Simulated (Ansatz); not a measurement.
Consider the redistribution: `O[SiH]1C=C1` + `C[SiH]1CCO1` → `C[SiH]1C=C1` + `O[SiH]1CCO1`.

Calculated with Ansatz (gas phase, PBE0-D4/def2-TZVP geometries, no zero-point term in ΔE). CCSD(T)/CBS is the MP2 limit (def2-TZVPP, def2-QZVPP) plus CCSD(T) − MP2 in def2-TZVPP, frozen cores. Each species was taken in one conformer, which may not be the lowest.

`O[SiH]1C=C1`:

```xyz
8

O    -0.949   -1.552    0.824
Si   -0.172   -0.110    0.739
C    -0.151    0.967   -0.691
C     1.029    0.342   -0.510
H    -1.074   -2.028    0.001
H    -0.135    0.364    2.132
H    -0.515    1.665   -1.438
H     1.967    0.351   -1.056
```

`C[SiH]1CCO1`:

Z-matrix (Å, degrees):
```
Si
C 1 1.876
C 1 2.272 2 42.4
C 1 1.857 2 120.1 3 115.3
O 1 1.671 2 81.9 3 1.5
H 1 1.492 2 116.4 3 -110.2
H 2 1.090 1 116.8 3 -113.1
H 2 1.089 1 117.8 3 113.7
H 3 1.093 1 123.6 2 -96.2
H 3 1.093 1 126.9 2 94.9
H 4 1.092 1 111.4 2 -40.5
H 4 1.094 1 110.4 2 -160.8
H 4 1.094 1 110.5 2 80.3
```

`C[SiH]1C=C1`:

Z-matrix (Å, degrees):
```
C
Si 1 1.863
H 1 1.091 2 110.7
H 1 1.093 2 110.6 3 -120.4
H 1 1.093 2 110.7 3 120.4
C 2 1.807 1 123.4 3 -25.4
C 2 1.807 1 123.4 3 27.1
H 2 1.486 1 111.1 3 -179.2
H 6 1.084 2 156.7 1 -74.8
H 7 1.084 2 156.7 1 74.7
```

`O[SiH]1CCO1`:

Z-matrix (Å, degrees):
```
Si
C 1 1.872
C 1 2.271 2 42.4
O 1 1.634 2 121.2 3 -116.9
O 1 1.663 2 81.9 3 -2.0
H 1 1.480 2 119.4 3 112.5
H 2 1.089 1 117.3 3 -114.0
H 2 1.090 1 116.9 3 113.4
H 3 1.092 1 123.0 2 96.7
H 3 1.093 1 127.3 2 -95.0
H 4 0.959 1 117.9 2 49.1
```

```csv
species,CCSD(T)/def2-TZVPP energy (Eh)
`O[SiH]1C=C1`,-442.63850
`C[SiH]1CCO1`,-483.12784
`C[SiH]1C=C1`,-406.69968
`O[SiH]1CCO1`,-519.07137
```

Q: Work out ΔE.

A: ΔE = (-406.69968) + (-519.07137) − (-442.63850) − (-483.12784) = -0.00471 Eh = -12.4 kJ/mol. CCSD(T)/CBS gives -11.9 kJ/mol.

Largest T1 diagnostic among the species: 0.012.

In def2-TZVPP, CCSD(T) changes the Hartree–Fock value by −4.9 kJ/mol (the triples alone add −0.9 kJ/mol) and MP2 by −4.8 kJ/mol.
